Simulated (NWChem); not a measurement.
GaSiH$_{5}$O; SMILES [SiH3][O][GaH2]

```xyz
8

Ga     0.0499    -1.2153    -0.0166
H     -1.4793    -1.4514    -0.2434
H      1.2098    -2.2443     0.1396
O      0.5765     0.4885     0.0821
Si     0.0373     2.0492     0.0250
H      0.3500     2.7466     1.3098
H     -1.4450     2.1112    -0.1953
H      0.7085     2.7824    -1.0916
```
Atoms are numbered in this order, from 1.

Results from NWChem. Pople sets run with spherical d functions. Coordinates come from a PBE0/def2-SVP optimisation. Vzz is the largest principal value of the second derivative of the potential at the nucleus (NWChem prints the opposite sign); η is the asymmetry. Non-relativistic.

For level PBE/6-31G*:

- Vzz Ga1 (a.u.): 2.358
- η Ga1: 0.47

### Question
How do the values read with level PBE/def2-SVP instead?

### Answer
The vzz Ga1 (a.u.) comes out as 2.459 and the η Ga1 comes out as 0.63.
